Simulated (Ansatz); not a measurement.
Molecule: sum formula SiN$_{2}$H$_{4}$Cl$_{2}$, charge 0, multiplicity 1. SMILES: Cl[Si](N)(N)Cl
Coordinates optimised at B3LYP-D3(BJ)/def2-TZVP (Ansatz, a program for electronic structure):
```
Si
N 1 1.6925
H 2 1.0069 1 120.84
H 2 1.0080 3 112.58 1 152.00
N 1 1.6925 2 109.07 3 -156.63
H 5 1.0069 1 120.84 2 -156.63
H 5 1.0080 6 112.58 1 152.00
Cl 1 2.0678 2 116.48 3 85.13
Cl 1 2.0678 2 104.75 3 -31.26
```
Charge 0, spin multiplicity 1.

Computed values are from Ansatz. Cores are frozen in the correlated levels unless marked. UHF or UKS for open shells. Spin-orbit coupling is left out. No relativistic terms. Basis-set limits of correlation are two-point, X^-3; Hartree-Fock from the larger set. [CCSD(T)-MP2]/basis is that difference in the basis named.

```json
{
  "atomisation energy De": "759.9 kcal/mol at RI-MP2/CBS(aug-cc-pV(T+d)Z,aug-cc-pV(Q+d)Z)+[CCSD(T)-MP2]/aug-cc-pV(T+d)Z",
  "total_energy": "-1320.6306 Eh at RI-MP2/CBS(aug-cc-pV(T+d)Z,aug-cc-pV(Q+d)Z)+[CCSD(T)-MP2]/aug-cc-pV(T+d)Z",
  "dipole_moment": "2.38 D at CCSD(T)/aug-cc-pV(D+d)Z",
  "T1 diagnostic": "0.009 at CCSD/aug-cc-pV(T+d)Z"
}
```
